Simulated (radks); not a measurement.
Task: Species: neutral molybdenum. Configuration: [Kr] 4d5 5f1 (not the ground configuration). Method: scalar-relativistic Kohn-Sham, PBE, spin-polarised, spherical densities, point nucleus; open shells are filled with parallel spins first (spin-orbit coupling, left out, can overturn this in heavy ions); computed with a radial shooting solver on a logarithmic mesh with Libxc functionals. Some entries of the table are withheld. Estimate them.

orbital  occ.  eigenvalue (eV)  <1/r> (bohr^-1)
1s down     1        -19827.60            43.55
1s up       1        -19827.59            43.55
2s up       1        -2804.685            9.804
2s down     1        -2804.194            9.805
2p up       3        -2507.763            9.532
2p down     3        -2507.402            9.533
3s up       1        -481.5155            3.366
3s down     1        -481.2651            3.365
3p up       3        -384.2424            3.201
3p down     3        -383.9595            3.201
3d up       5              (1)            2.968
3d down     5              (2)            2.968
4s up       1         -70.6018            1.223
4s down     1         -67.8554            1.236
4p up       3         -44.9282            1.079
4p down     3         -41.8526            1.092
4d up       5         -10.2023           0.7197
5f up       1          -0.4048          0.04539

Result: 
(1) 3d up eigenvalue (eV): -226.0498
(2) 3d down eigenvalue (eV): -225.6009
